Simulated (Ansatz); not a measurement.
Gas-phase electronic energies from Ansatz, PBE0-D4/def2-TZVP geometries. CCSD(T)/CBS adds triple-zeta CCSD(T) − MP2 to the extrapolated MP2 energy (def2 sets, frozen cores). This one scheme is used for every species. Functionals use def2-TZVPP. HSE06 is defined as in plane-wave codes. For Mg outer-core shells are correlated without core-valence functions, which leaves a few kJ/mol of doubt a bond.

Reaction (redistribution): `[SiH2]` + `[MgH][N]([SiH3])[SiH3]` → `[SiH]N([SiH3])[SiH3]` + `[MgH2]`

Is it downhill or uphill in electronic energy at CCSD(T)/CBS, and by how much? (Best estimate.)

The calculation gave: Downhill: ΔE = -0.15 eV.

What do these levels give: r2SCANh-D4, HSE06-D4, MP2/def2-SVP, CCSD(T)/def2-SVP, MP2/def2-TZVPP, HF/def2-QZVPP? (Best estimate.)

Computed: r2SCANh-D4 -0.25, HSE06-D4 -0.30, MP2/def2-SVP -0.17, CCSD(T)/def2-SVP -0.14, MP2/def2-TZVPP -0.23, HF/def2-QZVPP -0.12 eV.

Largest T1 diagnostic among the species: 0.014.

From PBE to PBE0 (25 % exact exchange), in def2-TZVPP and without D4, ΔE moves by +0.03 eV. The D4 term adds −0.10 eV with B3LYP and −0.05 eV with PBE0; it sums over pairs of atoms, weighted by their polarisabilities, and B3LYP, whose exchange is more repulsive, gets the larger term.

B3LYP here is the variant with VWN-RPA as its local correlation; programs differ in this.
